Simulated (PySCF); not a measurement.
# Spin-rotation constants: `CCCC[P+](C)(C)P`, [C$_{6}$H$_{17}$P$_{2}$]+, charge +1

Geometry:
| atom | x (Å) | y (Å) | z (Å) |
| --- | --- | --- | --- |
| C1 | 3.126 | 0.002 | 1.087 |
| C2 | 2.615 | 0.730 | -0.151 |
| C3 | 1.094 | 0.892 | -0.166 |
| C4 | 0.375 | -0.445 | -0.363 |
| P5 | -1.438 | -0.236 | -0.338 |
| C6 | -1.976 | -0.084 | 1.398 |
| C7 | -2.174 | -1.759 | -0.999 |
| P8 | -1.961 | 1.430 | -1.631 |
| H9 | 2.789 | -1.031 | 1.116 |
| H10 | 4.212 | -0.006 | 1.086 |
| H11 | 2.793 | 0.504 | 1.993 |
| H12 | 2.932 | 0.197 | -1.049 |
| H13 | 3.063 | 1.724 | -0.183 |
| H14 | 0.780 | 1.352 | 0.775 |
| H15 | 0.817 | 1.565 | -0.984 |
| H16 | 0.644 | -1.155 | 0.424 |
| H17 | 0.649 | -0.880 | -1.328 |
| H18 | -1.490 | 0.770 | 1.866 |
| H19 | -3.056 | 0.051 | 1.441 |
| H20 | -1.707 | -0.991 | 1.939 |
| H21 | -3.258 | -1.729 | -0.890 |
| H22 | -1.925 | -1.852 | -2.056 |
| H23 | -1.783 | -2.621 | -0.460 |
| H24 | -1.810 | 2.351 | -0.590 |
| H25 | -3.323 | 1.242 | -1.369 |

Total charge +1.

Computed with PySCF 2.14.0, GIAO CAM-B3LYP/pcSseg-1 magnetisability, rotational g tensor and spin-rotation constants, non-relativistic, gas phase. Geometry: GFN2-xTB.

For an ion the centre-of-mass motion in the field is neglected.

Question: Give the nuclear spin-rotation constants along the inertial axes (H = +C I·J) beside the isotropic shieldings.

Answer: Rotational constants 1.9369, 0.7321, 0.6418 GHz. A star marks the isotopologue with that one atom substituted, in its own axes.
| atom | isotope | Caa (kHz) | Cbb (kHz) | Ccc (kHz) | mean (kHz) | σ (ppm) |
| --- | --- | --- | --- | --- | --- | --- |
| P5 | 31P | 3.137 | 1.185 | 1.058 | 1.793 | 296.6 |
| P8 | 31P | 2.122 | 0.749 | 0.693 | 1.188 | 526.2 |
| H9 | 1H | -0.193 | -0.024 | -0.067 | -0.095 | 30.7 |
| H10 | 1H | 0.024 | -0.088 | -0.074 | -0.046 | 30.0 |
| H11 | 1H | -0.223 | -0.094 | 0.001 | -0.105 | 31.0 |
| H12 | 1H | -0.222 | -0.095 | 0.008 | -0.103 | 30.3 |
| H13 | 1H | -0.176 | -0.022 | -0.062 | -0.087 | 29.6 |
| H14 | 1H | -0.226 | -0.098 | 0.001 | -0.108 | 30.7 |
| H15 | 1H | -0.182 | -0.012 | -0.083 | -0.092 | 30.2 |
| H16 | 1H | -0.176 | -0.011 | -0.086 | -0.091 | 29.5 |
| H17 | 1H | -0.228 | -0.099 | 0.001 | -0.109 | 30.1 |
| H18 | 1H | -0.175 | -0.075 | -0.035 | -0.095 | 29.6 |
| H19 | 1H | -0.029 | -0.096 | -0.067 | -0.064 | 29.8 |
| H20 | 1H | -0.232 | -0.009 | -0.077 | -0.106 | 29.8 |
| H21 | 1H | -0.023 | -0.091 | -0.074 | -0.063 | 29.9 |
| H22 | 1H | -0.251 | -0.072 | -0.014 | -0.113 | 29.8 |
| H23 | 1H | -0.204 | -0.015 | -0.079 | -0.099 | 29.7 |
| H24 | 1H | -0.224 | -0.084 | -0.006 | -0.104 | 28.8 |
| H25 | 1H | -0.025 | -0.077 | -0.079 | -0.060 | 28.9 |
| C1 | 13C* | 0.275 | 0.100 | 0.081 | 0.152 | 170.9 |
| C2 | 13C* | 0.292 | 0.117 | 0.095 | 0.168 | 159.1 |
| C3 | 13C* | 0.290 | 0.120 | 0.101 | 0.171 | 156.3 |
| C4 | 13C* | 0.305 | 0.124 | 0.094 | 0.174 | 155.8 |
| C6 | 13C* | 0.287 | 0.095 | 0.089 | 0.157 | 167.4 |

For the geometry as given, no vibrational averaging.

Question: How do the rotational constants and the g tensor change when H9, H10, H11, H12, H13, H14, H15, H16, H17, H18, H19, H20, H21, H22, H23, H24, H25 are replaced by deuterium?

Answer: Constants 1.5697, 0.6120, 0.5453 GHz; g 0.0092, 0.0066, 0.0059, against 0.0115, 0.0078, 0.0069 before.
